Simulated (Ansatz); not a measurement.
A run on C₂H₃AlCl₃N, SMILES `CC#[N+][Al-]([Cl])([Cl])[Cl]` with other settings.

```yaml
crystal:
  periodic: [false, false, false]
  atoms:
    - {symbol: C, position_ang: [0.172711, -1.381508, 1.757079]}
    - {symbol: C, position_ang: [0.066303, -0.496303, 0.627738]}
    - {symbol: N, position_ang: [-0.018008, 0.206014, -0.268361]}
    - {symbol: Al, position_ang: [-0.161634, 1.418103, -1.816300]}
    - {symbol: Cl, position_ang: [1.868479, 1.809453, -2.224729]}
    - {symbol: Cl, position_ang: [-1.270422, 3.010571, -0.994225]}
    - {symbol: Cl, position_ang: [-1.173084, 0.197785, -3.205203]}
    - {symbol: H, position_ang: [0.020777, -2.410782, 1.427715]}
    - {symbol: H, position_ang: [1.164136, -1.284482, 2.202764]}
    - {symbol: H, position_ang: [-0.586059, -1.120151, 2.496622]}
basis:
  gaussian: {orbitals: aug-cc-pVDZ, nuclear_model: gaussian}
magnetization: {spin_polarized: true, initial_magnetization: 0}
hamiltonian: {xc: {name: B3LYP}, dispersion: d4}
output: {forces: true}
```

```sh
$ ansatz run in.yaml --threads 4 --pin off --events-out ev --progress --plain --max-ram 11315MiB
```

Shortened log:

```
Functional definition: B3LYP
2030 factors; integrals over basis functions are off by at most 6.5e-4 eV
mean field evaluation 1: about -47779.0343 eV, gradient 4.1e1 eV
mean field evaluation 2: about -47773.7694 eV, gradient 5.3e1 eV
mean field evaluation 4: about -47786.5424 eV, gradient 1.5e0 eV
mean field evaluation 8: about -47786.6003 eV, gradient 1.9e-1 eV
mean field -47786.60047332 eV, -1756.1251764735 hartree, gradient 3.8e-5 eV, S^2 0.000000; 0 other end points of the search recorded, 0 dependent functions left out
reference -47786.60082640 eV, -1756.1251894489 hartree; 43, 43 occupied and 161, 161 virtual orbitals, 2030 factors
Total energy: -47787.11101300 eV, -1756.1439384604 hartree
Atom 0 at     0.172711    -1.381508     1.757079 Å, force     0.013459    -0.111814     0.142683 eV/Å
Atom 1 at     0.066303    -0.496303     0.627738 Å, force     0.067193    -0.561599     0.716702 eV/Å
Atom 2 at    -0.018008     0.206014    -0.268361 Å, force    -0.079163     0.660140    -0.842318 eV/Å
Atom 3 at    -0.161634     1.418103    -1.816300 Å, force    -0.000604     0.002130    -0.002624 eV/Å
Atom 4 at     1.868479     1.809453    -2.224729 Å, force     0.575815     0.093891    -0.094030 eV/Å
Atom 5 at    -1.270422     3.010571    -0.994225 Å, force    -0.311441     0.433129     0.253927 eV/Å
Atom 6 at    -1.173084     0.197785    -3.205203 Å, force    -0.283707    -0.361728    -0.371046 eV/Å
Atom 7 at     0.020777    -2.410782     1.427715 Å, force    -0.030517    -0.215830    -0.059862 eV/Å
Atom 8 at     1.164136    -1.284482     2.202764 Å, force     0.203090     0.013895     0.098269 eV/Å
Atom 9 at    -0.586059    -1.120151     2.496622 Å, force    -0.154125     0.047785     0.158299 eV/Å
Dipole moment:     0.151041    -1.267036     1.617415 e Å
```

Run time 12 s (4 threads of an Arm Neoverse V2 on a shared host); peak host memory 1 GiB.
